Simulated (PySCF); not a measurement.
**Electron correlation in B (boron, neutral)**

[He] 2s1 2p2, high-spin 4P determinant (an excited configuration). All numbers are calculated (PySCF 2.14, the spin-free X2C one-electron Hamiltonian (Gaussian nucleus), in dyall-acv3z (15s9p4d2f, 76 functions)). Frozen: 1s2; 3 electrons correlated; the 18 highest virtual orbitals of each spin left out.

```csv
level,correlation energy (mhartree)
CCSD,-16.42
(T),-0.11
CCSD(T),-16.53
```

Diagnostics: T1 = 0.0042, D1 = 0.0066, largest double amplitude 0.034.

Cost of the coupled-cluster step: about 2.8 core-seconds, for 3 correlated electrons.

Iterations:

```
CC2 = 0
CCSD nocc = (np.int64(3), np.int64(0)), nmo = (57, 57)
frozen orbitals [[0, 58, 59, 60, 61, 62, 63, 64, 65, 66, 67, 68, 69, 70, 71, 72, 73, 74, 75], [0, 58, 59, 60, 61, 62, 63, 64, 65, 66, 67, 68, 69, 70, 71, 72, 73, 74, 75]]
max_cycle = 100
direct = 0
conv_tol = 1e-08
conv_tol_normt = 1e-06
diis_space = 8
diis_start_cycle = 0
Init t2, MP2 energy = -0.0116375084488443
Init E_corr(UCCSD) = -0.011637508452727
cycle = 1  E_corr(UCCSD) = -0.0148389236710747  dE = -0.00320141522  norm(t1,t2) = 0.0234745
cycle = 2  E_corr(UCCSD) = -0.0158497005815747  dE = -0.00101077691  norm(t1,t2) = 0.00909782
cycle = 3  E_corr(UCCSD) = -0.0164433496419666  dE = -0.00059364906  norm(t1,t2) = 0.00397972
cycle = 4  E_corr(UCCSD) = -0.0164234280440631  dE = 1.99215979e-05  norm(t1,t2) = 0.000668116
cycle = 5  E_corr(UCCSD) = -0.0164249771607371  dE = -1.54911667e-06  norm(t1,t2) = 7.40496e-05
cycle = 6  E_corr(UCCSD) = -0.0164245695282801  dE = 4.07632457e-07  norm(t1,t2) = 1.35741e-05
cycle = 7  E_corr(UCCSD) = -0.0164247136437647  dE = -1.44115485e-07  norm(t1,t2) = 1.9123e-06
cycle = 8  E_corr(UCCSD) = -0.0164246740276611  dE = 3.96161037e-08  norm(t1,t2) = 4.26396e-07
cycle = 9  E_corr(UCCSD) = -0.0164246782769675  dE = -4.24930649e-09  norm(t1,t2) = 8.46323e-08
UCCSD converged
E(UCCSD) = -24.47564836209363  E_corr = -0.01642467827696754
UCCSD(T) correction = -0.000113422090001794
```
